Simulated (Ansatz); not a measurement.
Relaxation of B2O3 with RKS PBE-D4/def2-SVP.

```sh
$ ansatz run in.yaml --threads 4 --pin off --events-out ev --progress --plain --max-ram 3916MiB
```

```yaml
crystal:
  periodic: [false, false, false]
  atoms:
    - {symbol: B, position_ang: [1.161410, -0.593870, -0.027380]}
    - {symbol: B, position_ang: [-1.162790, 0.591480, 0.020080]}
    - {symbol: O, position_ang: [-2.219260, 1.137870, 0.066030]}
    - {symbol: O, position_ang: [-0.004870, -0.008090, -0.035000]}
    - {symbol: O, position_ang: [2.225500, -1.127400, -0.023740]}
basis:
  gaussian: {orbitals: def2-SVP}
hamiltonian: {xc: pbe, dispersion: d4}
scf: {omitted_lower_state_checks: [starts]}
output: {orbitals: {seedname: orbitals}}
relax: {f_tol: 0.02, max_steps: 100}
```

Run time 1.5 s (4 threads of Arm Neoverse V2 on a shared host).

Positions (Å) and forces (eV/Å) at steps 1, 2, 3, 4 of 4:

```xyz
5
step=1 energy=-7483.8526 eV
B     1.161   -0.594   -0.027   -1.732    0.875   -0.003
B    -1.163    0.591    0.020    1.727   -0.892   -0.076
O    -2.219    1.138    0.066   -2.426    1.253    0.104
O    -0.005   -0.008   -0.035   -0.003   -0.011   -0.031
O     2.225   -1.127   -0.024    2.434   -1.225    0.005
5
step=2 energy=-7483.9377 eV
B     1.170   -0.598   -0.028   -0.097    0.055    0.002
B    -1.171    0.596    0.020    0.100   -0.050   -0.005
O    -2.250    1.154    0.067   -0.292    0.150    0.011
O    -0.005   -0.008   -0.035   -0.002   -0.004   -0.006
O     2.256   -1.143   -0.024    0.291   -0.150   -0.002
5
step=3 energy=-7483.9385 eV
B     1.178   -0.601   -0.025   -0.313    0.159    0.006
B    -1.179    0.600    0.022    0.312   -0.160   -0.007
O    -2.263    1.156    0.053   -0.081    0.041    0.001
O    -0.002   -0.003   -0.012    0.001    0.001    0.003
O     2.265   -1.152   -0.038    0.081   -0.041   -0.002
5
step=4 energy=-7483.9398 eV
B     1.174   -0.599   -0.026    0.004   -0.001    0.000
B    -1.174    0.598    0.022   -0.004    0.002    0.000
O    -2.258    1.155    0.059    0.003   -0.002   -0.001
O    -0.003   -0.005   -0.022    0.000    0.000    0.002
O     2.262   -1.149   -0.033   -0.003    0.001   -0.001
```

The structure comes from a short search, and lower isomers may exist.
